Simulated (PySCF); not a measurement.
A structure optimised at PBE-D3(BJ)/def2-SVP, used in a PySCF frequency run:

```
C
O 1 1.4171
C 2 1.4074 1 113.74
H 3 1.1075 2 107.81 1 178.95
H 3 1.1170 4 108.50 2 -121.41
H 3 1.1175 4 108.71 5 -116.88
H 1 1.1186 2 111.16 3 65.55
H 1 1.1195 7 107.84 2 121.13
C 1 1.5283 7 111.24 8 120.02
O 9 1.4175 1 109.21 7 175.78
H 10 0.9793 9 104.28 1 -43.04
H 9 1.1216 10 110.55 11 74.37
C 9 1.5207 12 109.06 10 -119.42
H 13 1.1072 9 109.87 12 62.85
H 13 1.1083 14 108.42 9 121.82
H 13 1.1091 14 107.86 15 117.86
```
Charge 0, spin multiplicity 1.

**Question.** Write its SMILES and formula.

**Answer.** COCC(C)O, C₄H₁₀O₂

**Question.** What are its rotational constants (standard atomic weights)?

**Answer.** 7.8551, 1.9271, 1.6619 GHz
